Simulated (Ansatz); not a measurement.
Geometry optimisation, UHF/def2-SVP (Ansatz).

The input (input.yaml):

```yaml
crystal:
  periodic: [false, false, false]
  atoms:
    - { symbol: F, position_ang: [1.0334, -2.631, 1.1399] }
    - { symbol: Al, position_ang: [-0.4844, -1.5464, 1.0369] }
    - { symbol: O, position_ang: [-0.9204, -0.6645, -0.5387] }
    - { symbol: Si, position_ang: [-2.02396, -1.79381, -1.35956] }
    - { symbol: H, position_ang: [-2.37401, -1.13086, -2.64489] }
    - { symbol: H, position_ang: [-1.22696, -3.02089, -1.70489] }
    - { symbol: H, position_ang: [-3.18642, -2.09027, -0.58618] }
magnetization:
  spin_polarized: true
  initial_magnetization: 1
basis:
  gaussian: { orbitals: def2-SVP }
hamiltonian:
  xc: hf
relax:
  f_tol: 0.015
  max_steps: 40
```

Command:

```bash
$ ansatz run input.yaml --threads 1 --pin off --max-ram 2048MiB --backend cpu --events-out ev --progress --plain --runs-dir out
```

Where does it end, and by what steps?

The run converged. After 9 steps the energy has fallen by 1.765 eV; O3 moved furthest, 0.91 Å. Parted: Al2–Si4.

```csv
step,energy less start (eV),largest force component (eV/Å),accepted
0,0.0000,4.160,yes
1,-0.9905,2.383,yes
2,-1.4963,1.057,yes
3,-1.5948,0.466,yes
4,-1.6964,0.693,yes
5,-1.7403,0.419,yes
6,-1.7621,0.060,yes
7,-1.7641,0.036,yes
8,-1.7643,0.077,yes
9,-1.7650,0.004,yes
```

```xyz
7
Properties=species:S:1:pos:R:3
F 1.130 -2.250 1.477
Al 0.033 -1.112 0.989
O -1.037 -1.513 -0.243
Si -2.081 -1.910 -1.440
H -2.163 -0.811 -2.428
H -1.633 -3.139 -2.133
H -3.431 -2.144 -0.879
```

The run took 19 s on 1 thread of Arm Neoverse V2, on a shared host, peak memory 0.26 GiB.
